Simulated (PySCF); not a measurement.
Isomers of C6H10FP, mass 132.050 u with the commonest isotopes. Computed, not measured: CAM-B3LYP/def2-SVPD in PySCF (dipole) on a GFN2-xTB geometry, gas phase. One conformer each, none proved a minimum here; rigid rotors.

**Question.** Order these by rotational constant B, smallest first.
A. `[CH2:1]=[P@@:2]1([CH3:3])[CH2:4][CH:5]=[C:6]([F:7])[CH2:8]1` with C1–P2–C4–C5 116°, P2–C4–C5–C6 16°, C5–C6–C8–P2 -16°, C1–P2–C8–C6 -98°
B. `[CH3:1][CH2:2][C:3]1=[C:4]([F:5])[CH2:6][PH:7][CH2:8]1` with C1–C2–C3–C4 114°, C3–C4–C6–P7 -16°, C4–C6–P7–C8 21°, C6–P7–C8–C3 -22°, C2–C3–C8–P7 -165°
C. `[CH3:1][C:2]1=[C:3]([F:4])[P:5]([CH3:6])[CH2:7][CH2:8]1` with C2–C3–P5–C6 -90°, C3–P5–C7–C8 -17°, P5–C7–C8–C2 20°, C1–C2–C8–C7 167°
D. `[CH2:1]=[CH:2]/[P:3]=[C:4](\[F:5])[CH:6]([CH3:7])[CH3:8]` with C1–C2–P3–C4 180°, P3–C4–C6–C7 119°
E. `[CH3:1][C:2]1=[C:3]([F:4])[CH2:5][P:6]([CH3:7])[CH2:8]1` with C2–C3–C5–P6 -14°, C3–C5–P6–C7 -80°, C5–P6–C8–C2 -18°, C1–C2–C8–P6 -167°

**Answer.** D (863.0 MHz), A (1141 MHz), B (1314 MHz), E (1374 MHz), C (1544 MHz).

**Question.** Order these by rotational constant C, largest first.
A. `[CH3:1][C:2]1=[C:3]([F:4])[CH2:5][P:6]([CH3:7])[CH2:8]1` with C2–C3–C5–P6 -14°, C3–C5–P6–C7 -80°, C5–P6–C8–C2 -18°, C1–C2–C8–P6 -167°
B. `[CH3:1][CH2:2][C:3]1=[C:4]([F:5])[CH2:6][PH:7][CH2:8]1` with C1–C2–C3–C4 114°, C3–C4–C6–P7 -16°, C4–C6–P7–C8 21°, C6–P7–C8–C3 -22°, C2–C3–C8–P7 -165°
C. `[CH3:1][C:2]1=[C:3]([F:4])[P:5]([CH3:6])[CH2:7][CH2:8]1` with C2–C3–P5–C6 -90°, C3–P5–C7–C8 -17°, P5–C7–C8–C2 20°, C1–C2–C8–C7 167°
D. `[CH2:1]=[CH:2]/[P:3]=[C:4](\[F:5])[CH:6]([CH3:7])[CH3:8]` with C1–C2–P3–C4 180°, P3–C4–C6–C7 119°

**Answer.** C (1129 MHz), A (1093 MHz), B (916.0 MHz), D (831.1 MHz).

**Question.** Order these by out-of-plane moment Σ m c² = (Ia + Ib − Ic)/2, smallest first.
A. `[CH2:1]=[CH:2]/[P:3]=[C:4](\[F:5])[CH:6]([CH3:7])[CH3:8]` with C1–C2–P3–C4 180°, P3–C4–C6–C7 119°
B. `[CH3:1][CH2:2][C:3]1=[C:4]([F:5])[CH2:6][PH:7][CH2:8]1` with C1–C2–C3–C4 114°, C3–C4–C6–P7 -16°, C4–C6–P7–C8 21°, C6–P7–C8–C3 -22°, C2–C3–C8–P7 -165°
C. `[CH3:1][C:2]1=[C:3]([F:4])[CH2:5][P:6]([CH3:7])[CH2:8]1` with C2–C3–C5–P6 -14°, C3–C5–P6–C7 -80°, C5–P6–C8–C2 -18°, C1–C2–C8–P6 -167°
D. `[CH2:1]=[P@@:2]1([CH3:3])[CH2:4][CH:5]=[C:6]([F:7])[CH2:8]1` with C1–P2–C4–C5 116°, P2–C4–C5–C6 16°, C5–C6–C8–P2 -16°, C1–P2–C8–C6 -98°
E. `[CH3:1][C:2]1=[C:3]([F:4])[P:5]([CH3:6])[CH2:7][CH2:8]1` with C2–C3–P5–C6 -90°, C3–P5–C7–C8 -17°, P5–C7–C8–C2 20°, C1–C2–C8–C7 167°

**Answer.** B (21.13 u·Å²), E (47.79 u·Å²), C (52.52 u·Å²), A (53.99 u·Å²), D (67.52 u·Å²).

| SMILES | point group | Ia (u·Å²) | Ib (u·Å²) | Ic (u·Å²) | κ | μa (D) | μb (D) | μc (D) |
| --- | --- | --- | --- | --- | --- | --- | --- | --- |
| C=C/P=C(\F)C(C)C | Cs | 130.46 | 585.58 | 608.06 | -0.98 | 0.57 | 0.16 | 0.00 |
| CC1=C(F)CP(C)C1 | C1 | 199.35 | 367.91 | 462.22 | -0.61 | 0.34 | 1.15 | 0.46 |
| CC1=C(F)P(C)CC1 | C1 | 216.10 | 327.22 | 447.73 | -0.31 | 0.34 | 2.46 | 1.20 |
| C=[P@@]1(C)CC=C(F)C1 | C1 | 160.13 | 442.99 | 468.10 | -0.94 | 0.00 | 1.21 | 2.34 |
| CCC1=C(F)CPC1 | C1 | 209.38 | 384.59 | 551.71 | -0.47 | 0.53 | 1.02 | 0.12 |
